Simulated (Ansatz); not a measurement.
`C[SiH2][GeH3]` + `CO[SiH2]Cl` → `CCO[SiH2]Cl` + `[SiH3][GeH3]` at 298.15 K and 1 bar (formal exchange of groups at a C–Si bond).

Computed with Ansatz on PBE0-D4/def2-TZVP structures; ΔE is electronic, products minus reactants. CCSD(T)/CBS is the MP2 limit (def2-TZVPP, def2-QZVPP) plus CCSD(T) − MP2 in def2-TZVPP, frozen cores. For Ge outer-core shells are correlated without core-valence functions, which leaves a few kJ/mol of doubt a bond. Scalar relativity is left out up to krypton. One conformer a species, not always the lowest.

```json
{"species": "`C[SiH2][GeH3]`", "CCSD(T)/CBS energy (Eh)": "-2408.05773", "H − E (kJ/mol)": "222.0", "S (J/(mol·K))": "340.9"}
{"species": "`CO[SiH2]Cl`", "CCSD(T)/CBS energy (Eh)": "-865.17164", "H − E (kJ/mol)": "180.0", "S (J/(mol·K))": "329.9"}
{"species": "`CCO[SiH2]Cl`", "CCSD(T)/CBS energy (Eh)": "-904.43784", "H − E (kJ/mol)": "257.9", "S (J/(mol·K))": "362.1"}
{"species": "`[SiH3][GeH3]`", "CCSD(T)/CBS energy (Eh)": "-2368.78170", "H − E (kJ/mol)": "140.9", "S (J/(mol·K))": "292.8"}
```

H − E and S are ideal-gas, rigid-rotor, harmonic terms from PBE0-D4/def2-TZVP, for one conformer and one mirror image of each species. 1 Eh = 2625.50 kJ/mol, R = 8.31446 J/(mol·K).

**Question.** By hand: ΔE, ΔH, ΔS and ΔG.

**Answer.** ΔE = (-904.43784) + (-2368.78170) − (-2408.05773) − (-865.17164) = 0.00983 Eh = 25.8 kJ/mol. Δ(H − E) = 257.9 + 140.9 − 222.0 − 180.0 = -3.2, so ΔH = 22.6 kJ/mol. ΔS = 362.1 + 292.8 − 340.9 − 329.9 = -15.9 J/(mol·K). ΔG = 22.6 − 298.15 × (-15.9)/1000 = 27.3 kJ/mol.

**Question.** By hand: the equilibrium constant, and the temperature at which ΔG would vanish if ΔH and ΔS stayed fixed.

**Answer.** log₁₀ K = −ΔG/(RT ln 10) = -4.8. ΔH and −TΔS have one sign here, so there is no such temperature.

ΔH outweighs TΔS. A doubt of 5 kJ/mol in ΔE shifts log₁₀ K by 0.9 here. Other conformers and mirror images would add mixing entropy, several J/(mol·K) or more a flexible species. Modes under 60 cm⁻¹, often nearly free rotors, make the harmonic entropy too high. These are equilibria of isolated gas molecules and say nothing of rates. Largest T1 diagnostic: 0.012 (customary marks: 0.02 for closed shells, 0.045 for open ones).
